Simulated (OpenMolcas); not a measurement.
# GeCl2 (germanium dichloride): methods side by side

GeCl2 has 3 atoms, charge 0, and is taken as a singlet. SMILES: `Cl[Ge]Cl`. Geometry: relaxed at PBE0-D4/def2-TZVP.

```xyz
3

Cl   -0.0654   -1.6817    0.4227
Ge   -0.4212    0.0672   -0.8320
Cl    0.4866    1.6145    0.4093
```

Each level gives the vertical ionisation energy (to the doublet cation) (eV). The values are calculated.

```
                                      level                   kind     program  value (eV)  less CCSD(T)/aug-cc-pVDZ  CPU time (all runs)
                             HF/aug-cc-pVDZ           Hartree–Fock  OpenMolcas        9.71                     -0.52                 38 s
                          SVWN5/aug-cc-pVDZ                    LDA  OpenMolcas       10.39                     +0.16                 60 s
                           BLYP/aug-cc-pVDZ                    GGA  OpenMolcas       10.05                     -0.18                 69 s
                            PBE/aug-cc-pVDZ                    GGA  OpenMolcas       10.17                     -0.06                 72 s
                          M06-L/aug-cc-pVDZ               meta-GGA  OpenMolcas       10.31                     +0.08              1.8 min
                           TPSS/aug-cc-pVDZ               meta-GGA  OpenMolcas       10.17                     -0.06                2 min
                          BHLYP/aug-cc-pVDZ          global hybrid  OpenMolcas       10.43                     +0.20                 64 s
CCSD(T)/aug-cc-pVDZ, open shells restricted  coupled cluster or CI  OpenMolcas       10.23                      0.00              2.8 min
```

Differences are taken from CCSD(T)/aug-cc-pVDZ, open shells restricted for orientation; it has basis-set and higher-order errors of its own. All-electron rows without a relativistic Hamiltonian named are non-relativistic. The values span 9.71 to 10.43 eV. In the correlated wave-function rows the outer d shell of Ge is correlated, in sets not made for it. Times are those of the runs behind each value, whatever else they computed, on shared processors of several kinds: orders of magnitude only.
